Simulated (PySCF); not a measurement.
Bonding in `F[C@H]1COCCO1`

Compound: C4H7FO2.
Atom-mapped SMILES: `[F:1][C@H:2]1[CH2:3][O:4][CH2:5][CH2:6][O:7]1` (hydrogens: H8 on C2; H9, H10 on C3; H11, H12 on C5; H13, H14 on C6)

Geometry (PBE0-D3(BJ)/def2-SVP, Å), atoms numbered from 1 in this order:
```
atom  x, y, z in Å
F1     0.6944   -0.5309    2.0175
C2     0.8074    0.4278    1.0362
C3     1.3456   -0.2232   -0.2280
O4     0.3975   -1.0486   -0.8421
C5    -0.7988   -0.3536   -1.0890
C6    -1.3601    0.1857    0.2069
O7    -0.4095    1.0346    0.8324
H8     1.4947    1.2076    1.4044
H9     2.2186   -0.8429    0.0205
H10    1.6718    0.5868   -0.9131
H11   -1.4999   -1.0592   -1.5586
H12   -0.6211    0.4845   -1.7945
H13   -1.6165   -0.6492    0.8816
H14   -2.2600    0.7930    0.0364
```

Bond orders from the PBE0/pcSseg-1 density (PySCF). Geometry: PBE0-D3(BJ)/def2-SVP, one conformer, isolated molecule.

(1) Where do the orders between heavy atoms depart from those drawn in the SMILES?

(2) Give the Mayer order of every bond, beside its length.

## Answers

(1) The largest departure is 0.117, at F1–C2 (drawn single, 0.883) and C6–O7 (drawn single, 0.886).

(2) 
```csv
bond,drawn as,length (Å),Mayer order
F1–C2,single,1.377,0.883
C2–C3,single,1.520,0.998
C3–O4,single,1.399,0.945
O4–C5,single,1.405,0.923
C5–C6,single,1.512,1.042
C6–O7,single,1.420,0.886
O7–C2,single,1.375,1.019
C2–H8,single,1.103,0.950
C3–H9,single,1.099,0.948
C3–H10,single,1.110,0.930
C5–H11,single,1.100,0.952
C5–H12,single,1.110,0.928
C6–H13,single,1.104,0.933
C6–H14,single,1.099,0.954
```

By pair of heavy elements: C–C: lowest C2–C3 (0.998, 1.520 Å), highest C5–C6 (1.042, 1.512 Å). C–O: lowest C6–O7 (0.886, 1.420 Å), highest O7–C2 (1.019, 1.375 Å).

Problem. Sum the orders of all bonds at each heavy atom with more than one neighbour and set the sums beside the valence in the SMILES.

Solution. C2 3.850 (drawn 4), C3 3.821 (drawn 4), O4 1.868 (drawn 2), C5 3.845 (drawn 4), C6 3.815 (drawn 4), O7 1.905 (drawn 2). Orders between atoms that aren't bonded are not in these sums.

Mayer orders depend on the basis set.
